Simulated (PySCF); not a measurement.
## TDDFT excited states: C3H11PSi2

Compound: C3H11PSi2.
Cartesian coordinates in Å at the PBE0-D3(BJ)/def2-SVP level; atoms count from 1:
```
atom  x, y, z in Å
C1    -1.975   -1.255    0.331
Si2   -1.391    0.529    0.312
C3    -0.305    0.861   -1.188
C4     1.032    1.021   -1.208
Si5    2.200    0.903    0.260
P6     2.024   -1.210    1.075
H7    -2.506   -1.510   -0.599
H8    -1.108   -1.926    0.436
H9    -2.656   -1.434    1.177
H10   -0.626    0.843    1.558
H11   -2.567    1.454    0.238
H12   -0.831    0.922   -2.153
H13    1.513    1.193   -2.183
H14    3.584    1.222   -0.208
H15    1.850    1.843    1.367
H16    3.205   -1.147    1.877
H17    2.694   -1.791   -0.045
```

Theory: TDDFT CAM-B3LYP/def2-SVPD, vertical, gas phase, core orbitals frozen in the response in PySCF.

Predict the UV-vis stick spectrum at this level.

| state | E (eV) | E (hartree) | f | \|μ\| (D) | main configurations (H = HOMO, L = LUMO) |
| --- | --- | --- | --- | --- | --- |
| S1 | 5.66 | 0.2081 | 0.030 | 1.18 | H-2→L (77%), H→L (16%) |
| S2 | 5.91 | 0.2172 | 0.124 | 2.35 | H→L (77%), H-2→L (16%) |
| S3 | 6.36 | 0.2336 | 0.207 | 2.93 | H-1→L (93%) |
| S4 | 6.50 | 0.2387 | 0.024 | 0.98 | H→L+2 (41%), H→L+3 (35%), H→L+4 (10%) |
| S5 | 6.75 | 0.2482 | 0.045 | 1.33 | H→L+1 (74%), H→L+5 (8%) |
| S6 | 7.13 | 0.2621 | 0.117 | 2.08 | H→L+3 (39%), H→L+2 (23%) |
| S7 | 7.20 | 0.2647 | 0.040 | 1.20 | H-1→L+1 (37%), H→L+4 (28%) |
| S8 | 7.36 | 0.2703 | 0.033 | 1.10 | H-4→L (29%), H-6→L (22%), H-7→L (15%) |
| S9 | 7.42 | 0.2725 | 0.0062 | 0.47 | H→L+4 (32%), H-1→L+1 (21%), H-1→L+2 (9%) |
| S10 | 7.49 | 0.2752 | 0.041 | 1.21 | H-3→L (60%), H-4→L (19%) |

Triplets, Tamm–Dancoff:

```tsv
state	E (eV)	λ (nm)	main configurations (H = HOMO, L = LUMO)
T1	3.86	321.6	H-1→L (60%), H→L (22%)
T2	5.12	242.2	H-2→L (82%), H→L (8%)
T3	5.44	227.7	H→L (36%), H→L+1 (16%), H-1→L (11%)
T4	5.69	218.1	H→L+3 (41%), H→L+2 (16%), H→L+4 (12%)
```

The lowest singlet comes at 219 nm (546 kJ/mol) in the ultraviolet; it is weak; its leading configuration is HOMO-2→LUMO (77%). The strongest level in the table is S3 at 6.36 eV (195 nm, f = 0.207). Löwdin shares by element: HOMO phosphorus 54%, silicon 14% or more, carbon 12% or more (atoms not listed hold the other 20%); LUMO carbon 55% or more, silicon 19% (atoms not listed hold the other 26%). Of the 10 states listed, 9 reach f = 0.01 and none stays under 0.0005. Orbital energies (eV): HOMO-3 -10.47, HOMO-2 -9.62, HOMO-1 -9.19, HOMO -8.62, LUMO -0.06, LUMO+1 1.06, LUMO+2 1.26. The oscillator strengths of these states sum to 0.668; summed over the whole spectrum of an exact calculation they would give the number of electrons, 72 (Thomas–Reiche–Kuhn). All these states lie below the vertical ionisation energy of 9.33 eV (ΔSCF). The window holds the lowest 10 singlets.

Time: 4.2 min of wall time. Hardware: one thread, Arm Neoverse V2, shared host.

One conformer stands for the species.
